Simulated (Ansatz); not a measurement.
ScN, closed-shell singlet (the spin of the measured ground state), most abundant isotopes (44.9559 and 14.0031 u). Constants from fifth-degree fits in 1/R to seven points on the lowest solution found; no spin–orbit coupling, no relativity up to Kr; ω_e x_e and α_e move by some per cent with the fit.

Correlated levels freeze the inner cores; with def2 sets outer-core shells near the valence are correlated too. CBS: X⁻³ extrapolation of the correlation energy, Hartree–Fock from the larger set.

Programs: Ansatz (Gaussian basis) for Hartree–Fock, density functionals and correlated methods. Values without a source in brackets are computed.

```csv
level,r_e (Å),ω_e (cm⁻¹),ω_e x_e (cm⁻¹),α_e (cm⁻¹)
PBE/def2-TZVPP,1.6679,927.7,3.10,0.00290
"CCSD(T)/CBS(def2-TZVPP, def2-QZVPP)",1.6622,819.5,4.28,0.00649
```

Question: Derive the rotational constants, the centrifugal constant, the fundamental, the zero-point energy and the force constant.

Answer: 
μ = 10.67727 u.
- PBE/def2-TZVPP: B_e = 16.8576/(μ r_e²) = 0.56752 cm⁻¹; B₀ = B_e − α_e/2 = 0.56607 cm⁻¹; D = 4B_e³/ω_e² = 8.50e-07 cm⁻¹; fundamental ω_e − 2ω_e x_e = 922 cm⁻¹; zero-point energy ω_e/2 − ω_e x_e/4 = 463 cm⁻¹; k = μ(2πcω_e)² = 541 N/m; the line J = 1 ← 0 at 2B₀ = 33.94 GHz
- CCSD(T)/CBS(def2-TZVPP, def2-QZVPP): B_e = 16.8576/(μ r_e²) = 0.57146 cm⁻¹; B₀ = B_e − α_e/2 = 0.56821 cm⁻¹; D = 4B_e³/ω_e² = 1.11e-06 cm⁻¹; fundamental ω_e − 2ω_e x_e = 811 cm⁻¹; zero-point energy ω_e/2 − ω_e x_e/4 = 409 cm⁻¹; k = μ(2πcω_e)² = 422 N/m; the line J = 1 ← 0 at 2B₀ = 34.07 GHz

Doubts at one or more of the structures used: a restricted determinant that unrestricted orbitals would lower (CCSD(T)/CBS(def2-TZVPP, def2-QZVPP)); T1 above 0.05 (CCSD(T)/CBS(def2-TZVPP, def2-QZVPP)).

Ansatz is a program for electronic structure.
